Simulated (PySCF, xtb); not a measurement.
RbCl, SMILES [Rb][Cl].

GFN2-xTB (xtb) at its own geometry gives an orbital gap of 1.50 eV and a dipole moment of 8.53 D.

Coordinates come from a B3LYP-D3(BJ)/def2-TZVPD optimisation. The def2 effective core potentials stand for the cores of Rb; spin–orbit coupling is left out.

### Question
What does PBE/def2-TZVPD in PySCF give? (The exact figures need the calculation; the answer reports its results.)

### Answer
gap 2.73 eV (levels -4.62 and -1.89 eV), dipole 10.70 D.
